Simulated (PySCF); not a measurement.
# How the method changes the constants of GeI⁺

State: ¹Σ⁺ (singlet), closed shell. Set-up: Ge cc-pVDZ-PP with ECP10, I cc-pVDZ-PP with ECP28; scalar-relativistic core potentials (PySCF 2.14). De refers to Ge⁺ + I in their high-spin ground configurations, without counterpoise correction. A positive dipole points towards I; it is taken about the centre of mass and depends on that origin.

| Level | Re (Å) | ωe (cm⁻¹) | De (eV) | μ (D) |
| --- | --- | --- | --- | --- |
| RHF | 2.415 | 308 | 2.20 | -4.64 |
| RHF-MP2 | 2.415 | 312 | 3.57 | n/a |
| RHF-SCS-MP2 | 2.420 | 309 | 3.40 | n/a |
| RHF-CCSD | 2.422 | 306 | 3.34 | n/a |
| RHF-CCSD(T) | 2.432 | 298 | 3.54 | n/a |
| PBE | 2.443 | 288 | 4.16 | -3.68 |
| revPBE | 2.451 | 284 | 3.93 | -3.75 |
| r²SCAN | 2.418 | 300 | 4.00 | -3.66 |
| B3LYP | 2.439 | 291 | 3.77 | -3.94 |
| PBE0 | 2.415 | 303 | 3.84 | -3.89 |
| M06 | 2.428 | 299 | 3.95 | -3.94 |
| HSE06 | 2.419 | 301 | 3.90 | -3.86 |

Question: Which functional lies closest to RHF-CCSD(T) in De, which farthest, and by how much do they differ from it?

Answer: Closest is B3LYP (+0.7 pm in Re, -2.3 % in ωe, +0.23 eV in De against RHF-CCSD(T) in the same basis), farthest PBE (+1.1 pm in Re, -3.4 % in ωe, +0.62 eV in De). CCSD(T) converges more slowly with the basis than the functionals do and binds too weakly in this one, so the order can change at the basis-set limit.

Question: What does the step from GGA to meta-GGA do here, going from PBE to r²SCAN?

Answer: r²SCAN less PBE: -2.5 pm in Re, +4.2 % in ωe, -0.16 eV in De. 

Question: What does second-order correlation do here, going from RHF to RHF-MP2?

Answer: RHF-MP2 less RHF: +0.0 pm in Re, +1.3 % in ωe, +1.37 eV in De. Correlation nearly always deepens the well. The bond length hardly moves.

Correlated steps freeze 8 core orbitals. Correlated levels converge slowly with the basis: in double zeta they bind strong bonds too weakly, by up to about 1 eV, and carry superposition errors of some tenths. These are scalar-relativistic numbers at best; spin–orbit coupling would shift them, the dissociation energy most. For an ion De counts to the pair picked by the measured ionisation energies or electron affinities, which need not be the lowest pair at this level. Where the molecule has an RHF reference, its open-shell atoms are computed with UHF.
